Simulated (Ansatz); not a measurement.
C2H5NSi (`CC1=N[SiH2]1`). Total charge 0; spin multiplicity 1.

Z-matrix (Å, degrees):
```
C
C 1 1.477
H 1 1.093 2 109.8
H 1 1.093 2 109.9 3 117.4
H 1 1.092 2 110.5 3 -121.3
N 2 1.276 1 131.5 3 121.0
Si 2 1.786 1 159.2 3 -59.0
H 7 1.478 2 122.2 1 82.7
H 7 1.478 2 122.2 1 -82.8
```

**Question.** What are the harmonic wavenumbers in cm⁻¹ at PBE0-D4/def2-TZVP (Ansatz, finite differences of forces, unscaled)? (An estimate is asked.)

**Answer.** Computed: 140, 307, 314, 571, 573, 656, 659, 739, 960, 989, 1016, 1209, 1383, 1457, 1458, 1682, 2259, 2275, 3049, 3128, 3139.

**Question.** Is this a minimum?

**Answer.** Yes, all 21 modes are real.

**Question.** Give the ideal-gas thermochemistry at 298.15 K and 1 bar (rigid rotor, harmonic oscillator; point group Cs, symmetry number 1).

**Answer.** Zero-point energy 167.3 kJ/mol; H(298) − E = 183.3 kJ/mol; entropy 298.0 J/(mol·K), of which translation 162.0, rotation 102.9, vibration 33.0; G(298) − E = 94.5 kJ/mol.
